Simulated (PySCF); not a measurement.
**How methods differ on the excitation energy of C²⁺**

C²⁺ [He] 2s2 (1S) → C²⁺ [He] 2s1 2p1 (3P), as a difference of total energies. Computed with PySCF 2.14 in dyall-av3z (15s9p3d2f, 71 functions), with scalar relativity by spin-free X2C-1e. Correlated levels: valence: 1s2 frozen; virtual orbitals above 40 to 60 times the deepest correlated orbital energy dropped. The calculations carry no spin-orbit coupling.

```csv
method,excitation energy (cm⁻¹)
UHF,37541
LDA,46111
PBE,45257
PBE0,44805
r2SCAN,40888
BLYP,46063
B3LYP,45982
B97-3,46662
MN15,48976
MP2 (valence),46666
SCS-MP2 (valence),49180
```

A first-order spin-orbit estimate (lowest level to lowest level, LS coupling) adds -0.007 eV.
